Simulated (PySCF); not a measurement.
PySCF job for SnFCl₃, SMILES [Cl][Sn]([Cl])([Cl])[F], PBE0-D3(BJ)/def2-SVP. Coordinates come from a PBE0-D3(BJ)/def2-SVP optimisation. The def2 effective core potentials stand for the cores of Sn; spin–orbit coupling is left out.

```python
import numpy as np
from pyscf import gto, scf, dft, df
from pyscf.hessian import thermo

mol = gto.M(
    atom='''
    F     0.00000000   -0.00000001    2.08517041
    Sn    0.00000000    0.00000000    0.16840512
    Cl    1.90433594    1.09946887   -0.53307431
    Cl    0.00000000   -2.19893774   -0.53307431
    Cl   -1.90433595    1.09946887   -0.53307430
    ''',
    basis='def2-SVP',
    ecp={'Sn': 'def2-svp'},
    charge=0,
    spin=0,
    max_memory=1600,
    verbose=3,
)
mf = dft.RKS(mol, xc='pbe0').density_fit(auxbasis='def2-universal-jkfit')
mf.disp = 'd3bj'
mf.grids.level = 3
mf.conv_tol = 1e-11
mf.max_cycle = 100
mf.kernel()

# [left out here: the lines that compute and print the analytic Hessian (its translational invariance restored by hand, since the grid's response is missing), thermochemistry and intensities]
```

Output:

```
converged SCF energy = -1693.84327762071

WARN: DFTD3 does not support analytical Hessian, using finite difference


WARN: Mole.unit (angstrom) is changed to Bohr

Mode                                 0                   1                   2
Irrep
Freq [cm^-1]                      100.3724            100.3744            123.6395
Reduced mass [au]                  33.7184             33.7218             43.1893
Force const [Dyne/A]                0.2001              0.2002              0.3890
Char temp [K]                     144.4136            144.4164            177.8896
Normal mode                   x     y     z       x     y     z       x     y     z
       0   F                 0.03 -0.07 -0.00    0.07  0.03  0.00   -0.00 -0.00 -0.05
       1  Sn                 0.01 -0.02 -0.00    0.02  0.01  0.00   -0.00  0.00 -0.05
       2  Cl                -0.06  0.10 -0.00    0.03  0.02  0.05    0.03  0.02  0.07
       3  Cl                -0.05 -0.03  0.04   -0.10  0.02 -0.02    0.00 -0.04  0.07
       4  Cl                 0.06  0.04 -0.04   -0.03 -0.09 -0.02   -0.03  0.02  0.07
Mode                                 3                   4                   5
Irrep
Freq [cm^-1]                      158.4349            158.4637            372.4240
Reduced mass [au]                  25.1638             25.1602             36.3904
Force const [Dyne/A]                0.3722              0.3722              2.9738
Char temp [K]                     227.9526            227.9939            535.8353
Normal mode                   x     y     z       x     y     z       x     y     z
       0   F                 0.00 -0.18  0.00    0.18  0.00 -0.00    0.00 -0.00  0.03
       1  Sn                -0.00  0.04  0.00   -0.04 -0.00 -0.00   -0.00  0.00  0.02
       2  Cl                 0.03 -0.02 -0.02   -0.01 -0.03  0.04    0.08  0.04 -0.03
       3  Cl                 0.00  0.02  0.05    0.04 -0.00 -0.00    0.00 -0.09 -0.03
       4  Cl                -0.03 -0.02 -0.03   -0.01  0.03 -0.04   -0.08  0.04 -0.03
Mode                                 6                   7                   8
Irrep
Freq [cm^-1]                      415.6926            415.6946            662.4301
Reduced mass [au]                  44.6384             44.6384             21.5718
Force const [Dyne/A]                4.5447              4.5447              5.5772
Char temp [K]                     598.0890            598.0920            953.0894
Normal mode                   x     y     z       x     y     z       x     y     z
       0   F                -0.00  0.00  0.00   -0.00 -0.00  0.00    0.00  0.00 -0.21
       1  Sn                 0.01 -0.05  0.00    0.05  0.01  0.00    0.00 -0.00  0.03
       2  Cl                 0.02  0.01 -0.01   -0.09 -0.05  0.03    0.00  0.00 -0.00
       3  Cl                -0.00  0.11  0.03   -0.00 -0.03 -0.01    0.00 -0.00 -0.00
       4  Cl                -0.07  0.04 -0.02   -0.07  0.04 -0.02   -0.00  0.00 -0.00
temperature 298.1500 [K]
pressure 101325.00 [Pa]
Rotational constants [GHz] 1.35390 1.35390 0.98277
Symmetry number 3
Zero-point energy (ZPE) 0.00571 [Eh]   14998.337 [J/mol]
                           tot       elec      trans        rot        vib
Entropy [J/mol/K]       368.499      0.000    177.308    114.581     76.610
Cv [J/mol/K]             87.357      0.000     12.472     12.472     62.413
Cp [J/mol/K]             95.671      0.000     20.786     12.472     62.413
Internal energy [J/mol]                      3718.434   3718.434  26735.324
Internal energy [Eh]   -1693.83026  -1693.84328
Enthalpy [J/mol]                             6197.391   3718.434  26735.324
Enthalpy [Eh]          -1693.82932
Gibbs free energy [J/mol]                  -46666.925 -30443.841   3893.951
Gibbs free energy [Eh] -1693.87116
mode   freq/cm-1   IR/(km/mol)
   1      100.37         0.878
   2      100.37         0.880
   3      123.64         9.212
   4      158.43        24.418
   5      158.46        24.415
   6      372.42         4.693
   7      415.69        63.770
   8      415.69        63.768
   9      662.43        55.349
max |gradient| / (hartree/bohr): 5.771874101360709e-05
APT charges: [-0.6274  2.0893 -0.4873 -0.4873 -0.4873]
```

Self-consistency was reached.
